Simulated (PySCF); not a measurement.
# Which determinant of GaS lies lowest?

Unrestricted PBE0; PySCF, no relativity, basis sets Ga def2-SVP, S def2-SVP. Outer shells of the fragments: Ga 3d10 4s2 4p1; S 3s2 3p4.

Followed along the bond (rough minima from three points):

```csv
2Ms+1,unpaired,⟨S²⟩ at the start,R at minimum (Å),Te (eV)
2,σ ↑,0.76,2.08,0.00
2,π ↑,0.75,2.32,0.30
4,"σ ↑, π ↑↑",3.76,2.33,3.03
```

Solutions found at the starting distance of 2.190 Å, counted from the lowest of them; the search is not exhaustive and high or unbound solutions are not listed, so other states can lie among these:

| 2Ms+1 | unpaired | term | E (eV) | ⟨S²⟩ | ⟨Lz²⟩ | μ (D) |
| --- | --- | --- | --- | --- | --- | --- |
| 2 | σ ↑ | ²Σ⁺ | 0.00 | 0.76 | 0.00 | -3.41 |
| 2 | π ↑ | ²Π | 0.28 | 0.75 | 1.01 | -0.77 |
| 4 | σ ↑, π ↑↑ | mixed | 2.99 | 3.76 | 2.01 | -0.40 |
| 4 | σ ↑, π ↑↑ | mixed | 3.24 | 3.76 | 2.01 | -0.47 |
| 2 | σ ↑, π ↑↓ | mixed | 3.41 | 1.76 | 2.01 | -0.58 |
| 4 | π ↑↑↑ | ⁴Π | 4.90 | 3.76 | 1.01 | 4.29 |

A term symbol is given only where ⟨S²⟩ and ⟨Lz²⟩ are close to those of a pure state; real π, δ and φ orbitals otherwise mix terms. A positive dipole means Ga(−)S(+).

Spin–orbit coupling is left out. Counting both spins, an empty level lies below a filled one in some of these solutions, because spin and occupation are held.
